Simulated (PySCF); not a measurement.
# PbH₂ at several levels of theory

All levels use the PBE0 minimum (singlet; Pb–H 1.843 Å (×2); H–Pb–H 90.1°), basis [Pb def2-TZVP with ECP60, H def2-TZVP], scalar-relativistic core potentials, density fitting, no spin–orbit coupling, PySCF. For vertical energies the ionised species is a doublet (spins chosen at PBE0 and kept) and the electron-attached one a doublet. Atomisation goes to high-spin ground-configuration atoms, without zero-point energy. Open shells are unrestricted, also as the reference of the correlated levels. A dash marks a value that was not computed or is not defined at that level.

```
  level  atomisation (kJ/mol)  vertical IP (eV)  vertical EA (eV)  −ε(HOMO) (eV)  gap (eV)  dipole (D)
   PBE0                   484              8.99              1.03           6.72      3.88        1.46
CCSD(T)                   470              8.96              0.90              –         –           –
     HF                   308              8.19              0.55           8.86      8.70        1.49
    PBE                   496              8.95              1.00           5.76      2.14        1.46
 r2SCAN                   492              8.95              1.13           5.99      2.61        1.47
  B3LYP                   508              9.10              1.04           6.60      3.45        1.54
  TPSSh                   522              8.97              0.95           6.24      3.07        1.55
    MP2                   431              9.08              0.90              –         –           –
   MN15                   499              9.19              1.18           7.41      5.00        1.63
   BP86                   523              9.10              1.15           5.90      2.17        1.47
```

For PbH₂ itself CCSD(T) correlates 16 electrons; T1 = 0.015, D1 = 0.043, (T) = -21 kJ/mol.

**Question.** Which levels differ least and most from CCSD(T) in the atomisation?

**Answer.** Least: PBE0 (+14 kJ/mol); most: HF (-162 kJ/mol). CCSD(T) atomisation energies in a triple-zeta basis lie tens of kJ/mol low, so this is no ranking by accuracy.

Without diffuse functions attachment energies tend to come out too low.

No spin–orbit coupling is included, which matters more the heavier the element.
